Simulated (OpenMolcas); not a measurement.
How basis sets differ on GeHF3 (SMILES [F][GeH]([F])[F])

GeHF3: 5 atoms, total charge 0, spin state singlet. SMILES: `[F][GeH]([F])[F]`. The coordinates come from a PBE0-D4/def2-TZVP relaxation.

Quantity: the dipole moment, in D. The values are calculated.

```
               level          kind     program  value (D)  CPU time
HF/ANO-RCC-MB (DKH2)  Hartree–Fock  OpenMolcas       2.74     4.5 s
           HF/STO-3G  Hartree–Fock  OpenMolcas       1.57     2.6 s
            HF/3-21G  Hartree–Fock  OpenMolcas       2.88     3.1 s
      HF/aug-cc-pVDZ  Hartree–Fock  OpenMolcas       2.76      33 s
```

All-electron rows without a relativistic Hamiltonian named are non-relativistic. The values span 1.57 to 2.88 D. Magnitudes only. Sets without polarisation functions give poor dipoles. Times are those of the runs behind each value, whatever else they computed, on shared processors of several kinds: orders of magnitude only.
